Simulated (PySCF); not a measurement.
Compound: C₆H₁₄Si₂.
Atom-mapped SMILES: `[CH3:1][C:2]([CH3:3])([CH3:4])[SiH2:5][C:6]#[C:7][SiH3:8]` (hydrogens: H9, H10, H11 on C1; H12, H13, H14 on C3; H15, H16, H17 on C4; H18, H19 on Si5; H20, H21, H22 on Si8)

The same species was optimised twice, with GFN2-xTB and with PBE0-D3(BJ)/def2-SVP (PySCF), and the same property calculations (PySCF, gas phase) were run on both structures.

| coordinate | GFN2-xTB | PBE0-D3(BJ)/def2-SVP | change |
| --- | --- | --- | --- |
| C2–Si5 (Å) | 1.921 | 1.902 | -0.019 |
| C7–Si8 (Å) | 1.849 | 1.834 | -0.015 |
| C6≡C7 (Å) | 1.211 | 1.225 | +0.014 |
| Si5–C6 (Å) | 1.850 | 1.841 | -0.009 |
| C2–C4 (Å) | 1.529 | 1.532 | +0.003 |
| C1–C2 (Å) | 1.529 | 1.531 | +0.002 |
| C2–C3 (Å) | 1.529 | 1.531 | +0.002 |
| C2–Si5–C6 (°) | 107.3 | 109.6 | +2.3 |
| C4–C2–Si5 (°) | 110.1 | 108.0 | -2.1 |
| Si5–C6–C7 (°) | 178.3 | 176.8 | -1.5 |
| C1–C2–C3 (°) | 108.8 | 110.1 | +1.3 |
| C3–C2–C4 (°) | 109.0 | 110.2 | +1.2 |
| C1–C2–C4 (°) | 109.0 | 110.2 | +1.2 |
| C1–C2–Si5 (°) | 109.9 | 109.1 | -0.8 |
| C3–C2–Si5 (°) | 109.9 | 109.2 | -0.7 |
| C1–C2–Si5–C6 (°) | 60 | 60 | 0 |

Rotational constants: A = 2896, B = 551.4, C = 520.8 MHz (GFN2-xTB) against A = 2926, B = 546.7, C = 518.9 MHz (PBE0-D3(BJ)/def2-SVP). Atoms that the bonding makes alike are paired by their places after alignment.

On the GFN2-xTB structure: HOMO (eV) -7.72 [PBE0/pcSseg-1]; LUMO (eV) -0.44 [PBE0/pcSseg-1]; dipole (D) 0.62 [PBE0/pcSseg-1]; GIAO shielding of C1/C3/C4 (mean) (ppm) 157.8 [PBE0/pcSseg-1]; GIAO shielding of C2 (ppm) 165.0 [PBE0/pcSseg-1]; GIAO shielding of Si5 (ppm) 399.9 [PBE0/pcSseg-1]; GIAO shielding of C6 (ppm) 67.7 [PBE0/pcSseg-1]; GIAO shielding of C7 (ppm) 73.4 [PBE0/pcSseg-1]; GIAO shielding of Si8 (ppm) 449.1 [PBE0/pcSseg-1].

Question: What do these properties become on the PBE0-D3(BJ)/def2-SVP structure?

Answer: 
```tsv
property	level	on GFN2-xTB	on PBE0-D3(BJ)/def2-SVP	change
HOMO (eV)	PBE0/pcSseg-1	-7.72	-7.73	-0.01
LUMO (eV)	PBE0/pcSseg-1	-0.44	-0.60	-0.16
dipole (D)	PBE0/pcSseg-1	0.62	0.92	+0.30
energy, GFN2-xTB geometry as zero (kcal/mol)	PBE0/pcSseg-1	0.0	-1.4	-1.4
GIAO shielding of C1/C3/C4 (mean) (ppm)	PBE0/pcSseg-1	157.8	156.6	-1.2
GIAO shielding of C2 (ppm)	PBE0/pcSseg-1	165.0	166.2	+1.2
GIAO shielding of Si5 (ppm)	PBE0/pcSseg-1	399.9	399.2	-0.7
GIAO shielding of C6 (ppm)	PBE0/pcSseg-1	67.7	63.8	-3.9
GIAO shielding of C7 (ppm)	PBE0/pcSseg-1	73.4	71.5	-1.9
GIAO shielding of Si8 (ppm)	PBE0/pcSseg-1	449.1	449.0	-0.1
```

The heavy atoms differ by 0.032 Å rms after alignment. Among bonds between heavy atoms C2–Si5 changes most (-0.019 Å). Changes are differences of the printed values. Neither structure is proved a minimum here.

Conformer computed: `[CH3:1][C:2]([CH3:3])([CH3:4])[SiH2:5][C:6]#[C:7][SiH3:8]`: C1–C2–Si5–C6 60°.
